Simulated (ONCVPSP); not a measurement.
**Configuration tests for carbon (ONCV)**

carbon, optimised norm-conserving Vanderbilt (ONCV), made with ONCVPSP 4.0.1 (PBE, non-relativistic). Core [He], reference 2s2 2p1 (charge +1). Waves: 2s: rc 1.20 bohr, ncon 5, nbas 8, qcut 6.6 1/bohr, 1 projector; 2p: rc 2.50 bohr, ncon 4, nbas 8, qcut 5 1/bohr, 2 projectors, debl 1.3 Ha; d scattering state at 0.14 Ha: rc 2.60 bohr, ncon 4, nbas 7, qcut 3.3 1/bohr, 2 projectors, debl 0.6 Ha. Local part: polynomial inside 1.00 bohr (lpopt 5, dvloc0 1 Ha). Core correction: none.

Energies are relative to the spin-unpolarised reference configuration 2s2 2p1; without spin polarisation the order of configurations can differ from experiment.

```csv
valence configuration,charge,ΔE all-electron (eV),error AE − PS (meV)
2s2 2p2,0,-10.865,+106
2s2 2p0,+2,24.159,+340
```

Task: What are ΔE and the potential's error for 2s0 2p4?

Result: ΔE = 6.080 eV all-electron; the error (AE − PS) is +310 meV.

Task: What are ΔE and the potential's error for 2s1 2p0?

Result: ΔE = 72.332 eV all-electron; the error (AE − PS) is +860 meV.

Levels in the configuration 2s1 2p0:

| level | all-electron (eV) | pseudo (eV) |
| --- | --- | --- |
| 2s | -56.080 | -55.433 |
